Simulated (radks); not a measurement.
The numbers below are computed, except where a source is named.
Er13+, configuration [Kr] 4d10 4f7 5s2. Level of theory: Dirac Kohn-Sham, LB94 model potential, spin-unpolarised, spherical densities, finite nucleus; open shells fill j = l - 1/2 first; Fermi nuclear charge, rms radius 5.2516 fm (a radial shooting solver on a logarithmic mesh with Libxc functionals).

Normalised radial functions P(r) = r R(r) (large component), r in bohr:

| r | 4d3/2 | 5s1/2 |
|---|---|---|
| 0.002442 | 0.0002 | 0.1220 |
| 0.003179 | 0.0004 | 0.1446 |
| 0.00414 | 0.0008 | 0.1680 |
| 0.005434 | 0.0016 | 0.1906 |
| 0.007075 | 0.0032 | 0.2069 |
| 0.009213 | 0.0062 | 0.2120 |
| 0.01209 | 0.0123 | 0.1971 |
| 0.01575 | 0.0237 | 0.1538 |
| 0.0205 | 0.0450 | 0.0748 |
| 0.02691 | 0.0849 | -0.0443 |
| 0.03505 | 0.1518 | -0.1806 |
| 0.04563 | 0.2590 | -0.2975 |
| 0.05942 | 0.4144 | -0.3325 |
| 0.07799 | 0.6144 | -0.2169 |
| 0.1016 | 0.7971 | 0.0502 |
| 0.1322 | 0.8660 | 0.3579 |
| 0.1736 | 0.6803 | 0.4796 |
| 0.226 | 0.1713 | 0.2159 |
| 0.2943 | -0.5659 | -0.3258 |
| 0.3863 | -1.2437 | -0.6977 |
| 0.503 | -1.4929 | -0.4356 |
| 0.655 | -1.2595 | 0.3534 |
| 0.8529 | -0.7648 | 1.0609 |
| 1.119 | -0.3113 | 1.1452 |
| 1.458 | -0.0823 | 0.6984 |
| 1.898 | -0.0121 | 0.2423 |
| 2.491 | -0.0008 | 0.0404 |
| 3.244 | 0.0000 | 0.0030 |

4d3/2: eigenvalue -449.44 eV, 1 radial node at r = 0.241 bohr, <r> = 0.558 bohr, 90 % of the charge inside 0.832 bohr. 5s1/2: eigenvalue -289.20 eV, 4 radial nodes at r = 0.0245, 0.0973, 0.253, 0.588 bohr, <r> = 1.05 bohr, 90 % of the charge inside 1.47 bohr.
